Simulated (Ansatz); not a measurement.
Nudged elastic band run: ClF3H2W

input.yaml

```yaml
crystal:
  periodic: [false, false, false]
  atoms:
    - { symbol: W, position_ang: [0.037486, -0.117945, 0.122239] }
    - { symbol: Cl, position_ang: [0.141651, -0.578847, 2.393152] }
    - { symbol: H, position_ang: [1.526575, 0.531875, 0.584415] }
    - { symbol: H, position_ang: [0.537029, 1.259648, -0.718281] }
    - { symbol: F, position_ang: [-1.459677, 0.914342, 0.536515] }
    - { symbol: F, position_ang: [1.019269, -1.658987, -0.246554] }
    - { symbol: F, position_ang: [-0.711034, -0.480086, -1.580186] }
basis:
  gaussian: { orbitals: def2-SVP }
hamiltonian:
  xc: pbe
neb:
  order_check: false
  images: 7
  f_tol: 0.05
  max_iterations: 60
  final_atoms:
    - { symbol: W, position_ang: [-0.45705883, -0.16500859, -0.53644161] }
    - { symbol: Cl, position_ang: [1.52700695, 0.14835325, 2.48650412] }
    - { symbol: H, position_ang: [1.1326059, 0.10189306, 1.20641826] }
    - { symbol: H, position_ang: [0.33131055, 1.33077064, -0.40346657] }
    - { symbol: F, position_ang: [-1.75221881, 0.48241045, 0.58969451] }
    - { symbol: F, position_ang: [0.05965242, -1.88089478, -0.0142206] }
    - { symbol: F, position_ang: [0.25000081, -0.14752403, -2.23718811] }
  initial_path:
    images:
      - { positions_ang: [[0.037486, -0.117945, 0.122239], [0.141651, -0.578847, 2.393152], [1.526575, 0.531875, 0.584415], [0.537029, 1.259648, -0.718281], [-1.459677, 0.914342, 0.536515], [1.019269, -1.658987, -0.246554], [-0.711034, -0.480086, -1.580186]] }
      - { positions_ang: [[0.02860954, -0.08863128, 0.09117047], [0.38307515, -0.41665641, 2.37965757], [1.59949651, 0.38409768, 0.59269929], [0.42500119, 1.37338705, -0.56241344], [-1.55616481, 0.70879186, 0.39812319], [0.74156968, -1.70564744, -0.16047735], [-0.53028827, -0.38534147, -1.64745972]] }
      - { positions_ang: [[0.01973308, -0.05931755, 0.06010194], [0.62449931, -0.25446581, 2.36616313], [1.67241803, 0.23632036, 0.60098357], [0.31297338, 1.4871261, -0.40654587], [-1.65265262, 0.50324171, 0.25973137], [0.46387036, -1.75230787, -0.0744007], [-0.34954253, -0.29059694, -1.71473344]] }
      - { positions_ang: [[0.01085662, -0.03000383, 0.0290334], [0.86592346, -0.09227522, 2.3526687], [1.74533954, 0.08854304, 0.60926786], [0.20094556, 1.60086515, -0.25067831], [-1.74914043, 0.29769157, 0.12133956], [0.18617104, -1.79896831, 0.01167595], [-0.1687968, -0.19585241, -1.78200716]] }
      - { positions_ang: [[0.00198016, -0.0006901, -0.00203513], [1.10734761, 0.06991537, 2.33917426], [1.81826106, -0.05923428, 0.61755215], [0.08891775, 1.7146042, -0.09481074], [-1.84562823, 0.09214142, -0.01705225], [-0.09152829, -1.84562874, 0.0977526], [0.01194894, -0.10110787, -1.84928089]] }
      - { positions_ang: [[-0.11277958, -0.04176972, -0.13563675], [1.21226245, 0.08952484, 2.37600672], [1.64684727, -0.01895244, 0.76476868], [0.14951595, 1.61864581, -0.1719747], [-1.82227588, 0.18970868, 0.13463444], [-0.05373311, -1.85444525, 0.0697593], [0.0714619, -0.11271191, -1.94625769]] }
      - { positions_ang: [[-0.22753933, -0.08284935, -0.26923837], [1.31717728, 0.10913431, 2.41283919], [1.47543348, 0.02132939, 0.9119852], [0.21011415, 1.52268742, -0.24913866], [-1.79892352, 0.28727594, 0.28632113], [-0.01593793, -1.86326176, 0.041766], [0.13097487, -0.12431595, -2.0432345]] }
      - { positions_ang: [[-0.34229908, -0.12392897, -0.40283999], [1.42209212, 0.12874378, 2.44967165], [1.30401969, 0.06161123, 1.05920173], [0.27071235, 1.42672903, -0.32630261], [-1.77557116, 0.3848432, 0.43800782], [0.02185725, -1.87207827, 0.0137727], [0.19048784, -0.13591999, -2.14021131]] }
      - { positions_ang: [[-0.45705883, -0.16500859, -0.53644161], [1.52700695, 0.14835325, 2.48650412], [1.1326059, 0.10189306, 1.20641826], [0.33131055, 1.33077064, -0.40346657], [-1.75221881, 0.48241045, 0.58969451], [0.05965242, -1.88089478, -0.0142206], [0.25000081, -0.14752403, -2.23718811]] }
```

Launched with:

```bash
$ ansatz run input.yaml --threads 2 --pin off --max-ram 3072MiB --backend cpu --events-out ev --progress --plain --runs-dir out
```

Output, in part (warnings, iteration lines, the closing report on the highest movable image, with atoms numbered from 0):

```
NEB end point (image 0): max|allowed force component| = 2.043e-2 eV/Å (the criterion of neb.relax_end_points is 1.000e-2)
NEB end point (image 8): max|allowed force component| = 1.949e-2 eV/Å (the criterion of neb.relax_end_points is 1.000e-2)
NEB iter   1: max|band force component| = 6.007e0 eV/Å  barrier→ = 4.0455 eV  barrier← = 2.1229 eV  Δτ_max = 0.2000 Å  (708 SCF iters)
NEB iter   2: max|band force component| = 2.162e0 eV/Å  barrier→ = 2.7521 eV  barrier← = 0.8295 eV  Δτ_max = 0.2000 Å  (303 SCF iters)
NEB iter   3: max|band force component| = 3.943e0 eV/Å  barrier→ = 2.0883 eV  barrier← = 0.1657 eV  Δτ_max = 0.1003 Å  (290 SCF iters)
NEB iter   4: max|band force component| = 1.300e0 eV/Å  barrier→ = 2.0135 eV  barrier← = 0.0909 eV  Δτ_max = 0.2000 Å  (275 SCF iters)
NEB iter   5: max|band force component| = 7.971e-1 eV/Å  barrier→ = 2.0141 eV  barrier← = 0.0915 eV  Δτ_max = 0.2000 Å  (272 SCF iters)
NEB iter   6: max|band force component| = 1.416e0 eV/Å  barrier→ = 1.9815 eV  barrier← = 0.0590 eV  Δτ_max = 0.1002 Å  (285 SCF iters)
NEB iter   7: max|band force component| = 6.206e-1 eV/Å  barrier→ = 1.9590 eV  barrier← = 0.0364 eV  Δτ_max = 0.2000 Å  (260 SCF iters)
NEB iter   8: max|band force component| = 5.131e-1 eV/Å  barrier→ = 1.9799 eV  barrier← = 0.0574 eV  Δτ_max = 0.2000 Å  (274 SCF iters)
NEB iter   9: max|band force component| = 1.137e0 eV/Å  barrier→ = 1.9846 eV  barrier← = 0.0620 eV  Δτ_max = 0.1030 Å  (272 SCF iters)
NEB iter  10: max|band force component| = 7.194e-1 eV/Å  barrier→ = 1.9361 eV  barrier← = 0.0135 eV  Δτ_max = 0.2000 Å  (260 SCF iters)
NEB iter  11: max|band force component| = 5.701e-1 eV/Å  barrier→ = 1.9349 eV  barrier← = 0.0123 eV  Δτ_max = 0.2000 Å  (263 SCF iters)
NEB iter  12: max|band force component| = 1.040e0 eV/Å  barrier→ = 1.9589 eV  barrier← = 0.0363 eV  Δτ_max = 0.1004 Å  (266 SCF iters)
NEB iter  13: max|band force component| = 6.500e-1 eV/Å  barrier→ = 1.9310 eV  barrier← = 0.0084 eV  Δτ_max = 0.0449 Å  (257 SCF iters)
NEB iter  14: max|band force component| = 1.819e-1 eV/Å  barrier→ = 1.9299 eV  barrier← = 0.0073 eV  CI = image 7  Δτ_max = 0.0747 Å  (239 SCF iters)
NEB iter  15: max|band force component| = 1.317e-1 eV/Å  barrier→ = 1.9389 eV  barrier← = 0.0163 eV  CI = image 7  Δτ_max = 0.0653 Å  (254 SCF iters)
NEB iter  16: max|band force component| = 5.610e-2 eV/Å  barrier→ = 1.9346 eV  barrier← = 0.0120 eV  CI = image 7  Δτ_max = 0.0256 Å  (237 SCF iters)
NEB iter  17: max|band force component| = 5.001e-2 eV/Å  barrier→ = 1.9337 eV  barrier← = 0.0111 eV  CI = image 7  Δτ_max = 0.0147 Å  (245 SCF iters)
NEB iter  18: max|band force component| = 1.947e-2 eV/Å  barrier→ = 1.9333 eV  barrier← = 0.0108 eV  CI = image 7  Δτ_max = 0.0000 Å  (544 SCF iters)
Total energy: -22511.92530592 eV, -827.2979958614 hartree
Atom 0 at    -0.371532    -0.155615    -0.428864 Å, force     0.001685    -0.019358    -0.002157 eV/Å
Atom 1 at     1.204279     0.044790     2.543735 Å, force     0.001295    -0.004739     0.010517 eV/Å
Atom 2 at     1.072627     0.137814     1.179451 Å, force    -0.002353     0.002194    -0.007471 eV/Å
Atom 3 at     0.448596     1.319171    -0.533269 Å, force    -0.002037     0.011667    -0.000827 eV/Å
Atom 4 at    -1.645740     0.560831     0.680425 Å, force     0.006383     0.005424    -0.006496 eV/Å
Atom 5 at     0.338376    -1.850786    -0.115341 Å, force     0.000143     0.002355     0.001987 eV/Å
Atom 6 at     0.044693    -0.186205    -2.234837 Å, force    -0.005116     0.002458     0.004448 eV/Å
Dipole moment:    -0.328816     0.046982    -0.357273 e Å
```

It converged. A vibrational analysis at the climbing image gives one clearly imaginary mode, 60i cm⁻¹: a first-order saddle point. The orbitals stay closed-shell, which can raise the energy where a bond breaks towards radicals; this wasn't checked here.

Final band (atoms are numbered from 1 in the order of the input):

```json
{"image": "0", "path coordinate (Å)": "0.00", "energy (eV)": "0.00", "W1–Cl2 (Å)": "2.32", "W1–H3 (Å)": "1.69", "Cl2–H3 (Å)": "2.53"}
{"image": "1", "path coordinate (Å)": "0.34", "energy (eV)": "0.04", "W1–Cl2 (Å)": "2.32", "W1–H3 (Å)": "1.68", "Cl2–H3 (Å)": "2.47"}
{"image": "2", "path coordinate (Å)": "0.67", "energy (eV)": "0.19", "W1–Cl2 (Å)": "2.35", "W1–H3 (Å)": "1.66", "Cl2–H3 (Å)": "2.29"}
{"image": "3", "path coordinate (Å)": "1.01", "energy (eV)": "0.57", "W1–Cl2 (Å)": "2.44", "W1–H3 (Å)": "1.64", "Cl2–H3 (Å)": "2.03"}
{"image": "4", "path coordinate (Å)": "1.35", "energy (eV)": "1.14", "W1–Cl2 (Å)": "2.62", "W1–H3 (Å)": "1.67", "Cl2–H3 (Å)": "1.78"}
{"image": "5", "path coordinate (Å)": "1.68", "energy (eV)": "1.64", "W1–Cl2 (Å)": "2.86", "W1–H3 (Å)": "1.78", "Cl2–H3 (Å)": "1.58"}
{"image": "6", "path coordinate (Å)": "2.02", "energy (eV)": "1.89", "W1–Cl2 (Å)": "3.12", "W1–H3 (Å)": "1.97", "Cl2–H3 (Å)": "1.45"}
{"image": "7", "path coordinate (Å)": "2.35", "energy (eV)": "1.93", "W1–Cl2 (Å)": "3.37", "W1–H3 (Å)": "2.18", "Cl2–H3 (Å)": "1.37"}
{"image": "8", "path coordinate (Å)": "2.92", "energy (eV)": "1.92", "W1–Cl2 (Å)": "3.63", "W1–H3 (Å)": "2.37", "Cl2–H3 (Å)": "1.34"}
```

The run took 5 min on 2 threads of Intel(R) Xeon(R) Platinum 8259CL CPU @ 2.50GHz (Skylake/Cascade Lake) (shared host), peak memory 0.22 GiB.
